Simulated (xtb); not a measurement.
Harmonic IR lines of one isomer of C$_{5}$H$_{8}$, unscaled. Computed with GFN2-xTB (xtb 6.7.1).

```json
[
 {"wavenumber (cm⁻¹)": "601", "relative intensity": "4.7"},
 {"wavenumber (cm⁻¹)": "623", "relative intensity": "8.3"},
 {"wavenumber (cm⁻¹)": "798", "relative intensity": "17"},
 {"wavenumber (cm⁻¹)": "881", "relative intensity": "11"},
 {"wavenumber (cm⁻¹)": "917", "relative intensity": "5.2"},
 {"wavenumber (cm⁻¹)": "990", "relative intensity": "28"},
 {"wavenumber (cm⁻¹)": "1011", "relative intensity": "24"},
 {"wavenumber (cm⁻¹)": "1271", "relative intensity": "6.2"},
 {"wavenumber (cm⁻¹)": "1361", "relative intensity": "9.7"},
 {"wavenumber (cm⁻¹)": "1401", "relative intensity": "6.4"},
 {"wavenumber (cm⁻¹)": "1424", "relative intensity": "6.7"},
 {"wavenumber (cm⁻¹)": "1472", "relative intensity": "5.7"},
 {"wavenumber (cm⁻¹)": "1484", "relative intensity": "11"},
 {"wavenumber (cm⁻¹)": "1687", "relative intensity": "37"},
 {"wavenumber (cm⁻¹)": "2989", "relative intensity": "37"},
 {"wavenumber (cm⁻¹)": "3005", "relative intensity": "40"},
 {"wavenumber (cm⁻¹)": "3037", "relative intensity": "13"},
 {"wavenumber (cm⁻¹)": "3052", "relative intensity": "49"},
 {"wavenumber (cm⁻¹)": "3064", "relative intensity": "18"},
 {"wavenumber (cm⁻¹)": "3074", "relative intensity": "100"},
 {"wavenumber (cm⁻¹)": "3097", "relative intensity": "35"},
 {"wavenumber (cm⁻¹)": "3126", "relative intensity": "77"}
]
```

Identify which structure gives these lines.
A. `C[C@]12C[C@H]1C2`
B. `C#CCCC`
C. `C=C1C[C@@H]1C`
D. `C=C/C=C\C`

D, `C=C/C=C\C`
